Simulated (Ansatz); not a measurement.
C3H7AlClF (SMILES CC[CH2][Al]([F])[Cl]), singlet, at a GFN2-xTB geometry (such geometries of metal compounds can be far from the true shape); Ansatz (a first-principles code) with PBE0/def2-SV(P).

Input for Ansatz:
Ansatz 0.2 input:
```yaml
crystal:
  periodic: [false, false, false]
  atoms:
    - {symbol: Al, position_ang: [0.04944379, 0.70898190, 0.20827591]}
    - {symbol: Cl, position_ang: [1.28875646, 2.31288127, 0.11504415]}
    - {symbol: F, position_ang: [-1.39169064, 0.93266514, 0.99753341]}
    - {symbol: C, position_ang: [0.34716487, -1.11933626, -0.53518332]}
    - {symbol: C, position_ang: [-0.86443962, -2.01142723, -0.23635115]}
    - {symbol: C, position_ang: [-0.67248337, -3.42246362, -0.78184740]}
    - {symbol: H, position_ang: [1.25166944, -1.57331041, -0.11418485]}
    - {symbol: H, position_ang: [0.52077691, -1.08254465, -1.61678497]}
    - {symbol: H, position_ang: [-1.02744382, -2.05693820, 0.84326261]}
    - {symbol: H, position_ang: [-1.76141599, -1.56901564, -0.67668238]}
    - {symbol: H, position_ang: [-0.53256074, -3.39964006, -1.86089556]}
    - {symbol: H, position_ang: [-1.54106477, -4.03898349, -0.56187615]}
    - {symbol: H, position_ang: [0.20217466, -3.88993765, -0.33368561]}
basis:
  gaussian:
    orbitals: def2-SV_P_.json
hamiltonian:
  xc: pbe0
```
The basis file holds def2-SV(P) in the JSON format of the Basis Set Exchange.

### Question
Predict the main parts of the log of this Ansatz run.

### Answer

```
Functional definition: PBE0
1105 factors; integrals over basis functions are off by at most 8.2e-4 eV
mean field evaluation 1: about -25031.7537 eV, gradient 6.4e1 eV
mean field evaluation 2: about -25024.9267 eV, gradient 8.5e1 eV
mean field evaluation 4: about -25040.9706 eV, gradient 3.4e0 eV
mean field evaluation 8: about -25041.2649 eV, gradient 4.4e-1 eV
mean field evaluation 16: about -25041.2654 eV, gradient 7.9e-5 eV
mean field -25041.26539534 eV, -920.2495296993 hartree, gradient 3.1e-5 eV, S^2 0.000000; 0 other end points of the search recorded, 0 dependent functions left out
reference -25041.26542898 eV, -920.2495309358 hartree; 32, 32 occupied and 74, 74 virtual orbitals, 1105 factors
Total energy: -25041.26542898 eV, -920.2495309358 hartree
```
